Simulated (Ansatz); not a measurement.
Frontier orbitals of C2H4F2Si.

Cartesian coordinates in Å:
```
F -2.068 -1.135 -0.294
Si -0.611 -1.827 -0.278
F -0.373 -1.947 1.312
C 0.856 0.556 -0.625
C 0.155 1.072 0.381
H 1.806 0.058 -0.461
H 0.536 0.664 -1.656
H -0.786 1.582 0.213
H 0.485 0.976 1.409
```

Charge 0, multiplicity 1. The bonds changed during the relaxation, so this is another structure than the one it started from. Geometry: relaxed with PBE0-D4/def2-TZVP. Basis def2-TZVPP, Ansatz.

Orbital energies of one run (eV). Highest occupied ones, from the top: -9.85, -12.13, -13.48, -14.43, -14.93, -15.47, -15.88, -15.93, -16.57, -17.04, -18.54, -20.20, -25.55, -35.09. Empty: 0.59, 2.43, 2.71, 3.60, 3.71, 4.73.

**Question.** Which functional gave them?
A. BHLYP
B. r2SCANh
C. CAM-B3LYP
D. LC-ωPBE

**Answer.** D. HOMO energies: LC-ωPBE -9.85, BHLYP -8.26, CAM-B3LYP -8.58, r2SCANh -6.75 eV.

LC-ωPBE has ω = 0.4 bohr⁻¹.
